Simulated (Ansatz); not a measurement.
Consider the ligand exchange at the Si–O bond: `C[SiH2]O[SiH2]N` + CH₃OH → `CO[SiH2]N` + `C[SiH2]O`.

Program: Ansatz. Geometries: PBE0-D4/def2-TZVP. ΔE: electronic, gas phase. CBS: MP2 limit from def2 TZ/QZ plus the TZ coupled-cluster correction, frozen cores. This one scheme is used for every species. Functionals use def2-TZVPP. B3LYP here is the variant with VWN-RPA as its local correlation; programs differ in this. One conformer a species, not always the lowest.

Is it downhill or uphill in electronic energy at CCSD(T)/CBS, and by how much? (An estimate is asked.)

The calculation gave: Uphill: ΔE = +4.7 kcal/mol.

What do these levels give: r2SCAN-D4, B3LYP-D4, ωB97X-V, ωB97M-V, B3LYP, SCS-MP2/def2-TZVPP, CCSD/def2-TZVPP, CCSD(T)/def2-TZVPP, HF/def2-QZVPP, SCS-MP2/def2-QZVPP, HF/CBS(def2), CCSD/CBS(def2)? (Best estimate.)

Computed: r2SCAN-D4 4.3, B3LYP-D4 4.8, ωB97X-V 4.4, ωB97M-V 4.3, B3LYP 4.3, SCS-MP2/def2-TZVPP 4.7, CCSD/def2-TZVPP 4.9, CCSD(T)/def2-TZVPP 4.7, HF/def2-QZVPP 6.1, SCS-MP2/def2-QZVPP 4.8, HF/CBS(def2) 6.1, CCSD/CBS(def2) 4.9 kcal/mol.

Largest T1 diagnostic among the species: 0.011.

In def2-TZVPP, CCSD(T) changes the Hartree–Fock value by −1.2 kcal/mol (the triples alone add −0.2 kcal/mol) and MP2 by −1.5 kcal/mol.
